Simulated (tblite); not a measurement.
Isomers of C5H5ClO. Calculated harmonic vibrations of the isolated species, GFN2-xTB (tblite), most abundant isotopes, no scaling. This tight-binding method is rough: wavenumbers can miss measured ones by several per cent, in bad cases by 10 to 20. One conformer each.

Electronic energies: GFN2-xTB at the same geometries; isomer energies are rough at this level and their order can be wrong.

| SMILES | electronic energy, lowest = 0 (kcal/mol) |
| --- | --- |
| C=C/C(Cl)=C/C=O | 43.5 |
| C=C/C=C/C(=O)Cl | 32.4 |
| Cc1occc1Cl | 0.0 |

Problem. How do GFN2-xTB zero-point energies change the relative energies?

Solution. 
```
         SMILES  ZPE (kcal/mol)  of it from modes above 1550 cm⁻¹  electronic (kcal/mol)  with ZPE, lowest = 0 (kcal/mol)  lowest mode (cm⁻¹)  rings
     Cc1occc1Cl            54.0                              24.4                    0.0                              0.0                  6i      1
C=C/C=C/C(=O)Cl            52.3                              29.3                   32.4                             30.7                  56      0
C=C/C(Cl)=C/C=O            51.9                              28.8                   43.5                             41.4                  73      0
```

The zero-point energies span 2.1 kcal/mol, from `C=C/C(Cl)=C/C=O` to `Cc1occc1Cl`. Slightly imaginary modes are left out of the zero-point energy: `Cc1occc1Cl` 6.3i cm⁻¹. The order is unchanged.
